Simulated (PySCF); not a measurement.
**Ho³⁶⁺: ionisation energy**

Ho³⁶⁺ [Ar] 3d10 4s2 4p1 [4p1/2^1, M_J = 1/2] → Ho³⁷⁺ [Ar] 3d10 4s2, as a difference of total energies. Calculation: PySCF 2.14, in an uncontracted even-tempered set (17 s from 3.9 bohr⁻², ratio 2.8; 13 p from 5.1 bohr⁻², ratio 2.8; 8 d from 9 bohr⁻², ratio 2.8; 4 f from 22 bohr⁻², ratio 3); the two-component X2C-1e Hamiltonian. Correlated levels: [Ne] frozen; the 74 highest virtual spinors dropped. "Screened" scales the spin-orbit matrix elements by Boettger's factors to mimic the two-electron term; Breit and QED terms are absent.

```
                    method  ionisation energy (eV)
           GHF (spin-free)                  1552.4
          GMP2 (spin-free)                  1553.2
 GHF (screened spin-orbit)                  1592.9
GMP2 (screened spin-orbit)                  1593.7
```

Breit and QED terms and the two-electron picture change are absent.

The spin-free rows lack the spin-orbit shift.

For comparison: 1598 ± 5 eV (theoretical estimate listed by NIST; NIST Atomic Spectra Database, ionization energies).
